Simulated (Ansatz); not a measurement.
Species: RhB (charge 0, singlet). SMILES: [B][Rh]
Structure (B3LYP-D3(BJ)/def2-TZVP (Ansatz, an electronic-structure program) minimum search):
```
Rh
B 1 1.6824
```
Charge 0, spin multiplicity 1.

Property: atomisation energy (electronic, to ground-state atoms), in kJ/mol. Correlated levels leave the core frozen unless marked. UHF or UKS for open shells. No spin-orbit coupling. Frozen are the shells of the preceding noble gas and the d and f shells that filled before the atom's block. Past Kr the def2 sets carry scalar-relativistic core potentials. The coupled-cluster limit lacks core correlation, which all-electron functionals hold. CBS(X,Y): correlation extrapolated as X^-3; Hartree-Fock from the larger set.

The Hartree-Fock reference is unstable (checked in the largest basis), which strains HF and MP2. The T1 diagnostic of CCSD in the largest basis is 0.031, which is high, so the coupled-cluster rows are less sure than usual.

| level | program | atomisation energy (kJ/mol) |
|---|---|---|
| r2SCAN-D3(BJ)/def2-TZVPD | Ansatz + dftd3 | 509.9 |
| PBE0/def2-TZVP | Ansatz | … |
| CAM-B3LYP-D3(BJ)/def2-TZVPD | Ansatz + dftd3 | 464.5 |
| wB97M-V/def2-TZVPD | Ansatz | 498.7 |
| B2PLYP-D3(BJ)/def2-TZVPD | Ansatz + dftd3 | 528.1 |
| RPA@PBE/def2-QZVPP | Ansatz | 463.2 |
| SCS-MP2/def2-SVPD | Ansatz | 517.4 |
| SCS-MP2/def2-TZVPP | Ansatz | 576.1 |
| CCSD(T)/CBS(def2-TZVPPD,def2-QZVPPD) | Ansatz | … |

Complete the blanks.


- PBE0/def2-TZVP, atomisation energy (kJ/mol): 482.7
- CCSD(T)/CBS(def2-TZVPPD,def2-QZVPPD), atomisation energy (kJ/mol): 511.7
